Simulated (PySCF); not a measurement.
## Orbital energies, ionisation energy and electron affinity

Species: C2H8AsB.
Numbering: `[BH2:1][AsH:2][CH2:3][CH3:4]` (hydrogens: H5, H6 on B1; H7 on As2; H8, H9 on C3; H10, H11, H12 on C4)

Structure used (PBE0-D3(BJ)/def2-SVP), in Å, numbered top down from 1:
```xyz
12
C2H8AsB angstrom
B      2.591   -0.397    0.294
As     0.964    0.659    0.610
C     -0.524   -0.365   -0.187
C     -1.866    0.329   -0.028
H      3.648    0.168    0.148
H      2.559   -1.597    0.431
H      1.115    1.787   -0.393
H     -0.513   -1.338    0.330
H     -0.299   -0.561   -1.245
H     -2.678   -0.288   -0.446
H     -1.886    1.296   -0.554
H     -2.100    0.522    1.030
```

Level: CAM-B3LYP/def2-SVPD (PySCF). Frontier orbitals with their largest atomic shares (Löwdin; up to four atoms above 4 %):

| orbital | ε (eV) | main atoms |
| --- | --- | --- |
| HOMO−3 | -11.41 | B1 19 %, C4 17 %, C3 16 %, H11 9 % |
| HOMO−2 | -10.58 | As2 28 %, B1 22 %, H7 21 %, H6 12 % |
| HOMO−1 | -9.92 | As2 26 %, C3 22 %, B1 18 %, C4 12 % |
| HOMO | -8.06 | ? |
| LUMO | -0.73 | B1 51 %, As2 21 %, H6 9 %, H5 9 % |
| LUMO+1 | 1.11 | B1 27 %, As2 20 %, C3 11 %, H7 10 % |
| LUMO+2 | 1.48 | B1 38 %, C4 14 %, As2 10 %, H6 5 % |

Question: What vertical ionisation energy does ΔSCF give, and how far is −ε(HOMO) from it?

Answer: ΔSCF: 8.95 eV (863 kJ/mol; threshold wavelength 139 nm); ⟨S²⟩ of the doublet left behind is 0.755, against 0.75 for a pure doublet. −ε(HOMO) is 8.06 eV, 0.89 eV below it. For the exact functional −ε(HOMO) would equal the first vertical ionisation energy; CAM-B3LYP (range-separated hybrid) falls short of its own ΔSCF value by 10 %.

Question: On which atoms does the HOMO lie?

Answer: As2 (arsenic bonded to B, C and H) 58 %, B1 (three-coordinate boron) 18 %, C3 (chain CH2 carbon) 10 %, H7 (hydrogen on arsenic) 6 %, so more than half of it is on one atom. The HOMO−1 lies 1.86 eV lower.

Question: And the vertical electron affinity, the fundamental gap, Mulliken's electronegativity and the hardness (with the factor ½)?

Answer: EA = 0.08 eV by ΔSCF (−ε(LUMO) = 0.73 eV). IE − EA = 8.87 eV against an orbital gap of 7.33 eV; (IE + EA)/2 = 4.51 eV; (IE − EA)/2 = 4.43 eV.

Question: How many of the 10 lowest singlet excitations (vertical TDDFT, same level) lie below the ionisation energy?

Answer: All 10; they run from 4.21 to 8.16 eV.

Question: With α = 75.8 au, estimate the like-pair dispersion coefficient by London's formula C6 = (3/4)α²I.

Answer: I = 0.3287 Eh, so C6 ≈ 1420 au, a rough estimate.

Question: Shift the occupied levels rigidly so that −ε(HOMO) equals the ΔSCF value. What binding energies result?

Answer: The shift is +0.89 eV: HOMO 8.95, HOMO−1 10.81, HOMO−2 11.47, HOMO−3 12.30 eV. A rigid shift is only a rough guide to the deeper ionisations.

Question: The lowest singlet excitation (vertical TDDFT, same level) lies at 4.21 eV. How far is it below IE − EA?

Answer: IE − EA = 8.87 eV, so by 4.66 eV.

Geometry: PBE0-D3(BJ)/def2-SVP, one conformer, isolated molecule. The calculation is non-relativistic, for arsenic too.

These values come from a run that also computed excited states and ΔSCF ions. Time: 48 s of wall time. Hardware: Arm Neoverse V1, one thread, on a shared host.
